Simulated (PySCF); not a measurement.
**Structure from NMR data**

An unknown has the formula C6H5NO2. Its calculated NMR data are:

¹H NMR (500 MHz, computed): δ 9.25 (d, 2H), 8.18 (d, 2H), 6.59 (br s, 1H).

¹³C{¹H} NMR (computed): δ 170.9 (C), 156.8 (CH, 2C), 140.1 (C), 129.1 (CH, 2C).

[PySCF 2.14.0 with density-fitted response routines: geometry: GFN2-xTB; NMR shieldings at PBE0/pcSseg-1/GIAO; fast rotation and ring inversion assumed for equivalent nuclei; one computed conformer; in vacuum; non-relativistic]

Scale: ¹H, ¹³C vs TMS (reference shieldings calculated alike).

Which candidate is it?
A. O=COc1cccnc1
B. CC1=COC(=O)[C@@H]1C#N
C. O=C(O)c1ccncc1
D. CC1=COC(C#N)=CO1

Answers

C. 

1. The formula gives 5 degrees of unsaturation (1 ring in the answer).
2. 4 carbon signals for 6 carbons: some carbons are equivalent by symmetry or fast rotation.
3. Carbon types of the structure: 2 × C, 4 × CH, leaving 1 H on heteroatoms.
4. δC 170.9: carboxylic acid carbon; it is a carbonyl in resonance with an O or N lone pair, the region of acids, esters and amides.
5. δC 156.8: aromatic CH next to a ring nitrogen; the adjacent pyridine-type nitrogen withdraws density from it.
6. δC 140.1: substituted aromatic carbon.
7. δC 129.1: aromatic CH; the aromatic region.
8. δH 9.25: hydrogen on an aromatic CH next to a ring nitrogen; ring current plus the neighbouring ring nitrogen.

The others: O=COc1cccnc1 would give 6 carbon signals, not 4; CC1=COC(=O)[C@@H]1C#N would give 6 carbon signals, not 4; CC1=COC(C#N)=CO1 would give 6 carbon signals, not 4.

OH/NH shifts are gas-phase values; hydrogen bonding in solution moves them, usually downfield. Shifts are as computed. Against solution values, carbons near 30 ppm lie about +3 ppm off and those near 130 ppm about +5 ppm. Of 1211 compounds with measured shifts, 218 miss one by over three times the rms of a fit or turn the order of signals round; such compounds aren't used in these exercises. The C=O carbon of an acid or of an amide with N–H lies up to 10 ppm further downfield in solution, through hydrogen bonding that the calculation lacks. No couplings were computed; multiplicities are counted from neighbouring protons, with m where these are inequivalent, close in shift, in a saturated or five-membered ring or joined by F or P, and br s for small geminal =CH2 splittings.
